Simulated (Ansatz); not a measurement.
System: arsine, AsH$_{3}$, charge 0, multiplicity 1. SMILES: [AsH3]
Geometry: optimised at B3LYP-D3(BJ)/def2-TZVP (Ansatz, a program for electronic structure).

Quantity: vertical ionisation energy (to the doublet state of charge +1; each state is the SCF solution reached for its spin; the molecule has degenerate orbitals, so one determinant may break the symmetry), in eV. Correlated levels leave the core frozen unless marked. UHF or UKS for open shells. Spin-orbit coupling is left out. The frozen core is the preceding noble-gas configuration, with the filled d and f shells of earlier blocks. No relativistic terms. Basis-set limits of correlation are two-point, X^-3; Hartree-Fock from the larger set.

```csv
level,program,vertical ionisation energy (eV)
HF/aug-cc-pVDZ,Ansatz,9.43
HF/aug-cc-pVTZ,Ansatz,9.41
```

### Question
Predict the CCSD(T)/CBS(aug-cc-pVTZ,aug-cc-pVQZ) result (Ansatz).

### Answer
10.44 eV, so HF/aug-cc-pVTZ differs from it by -1.03 eV.
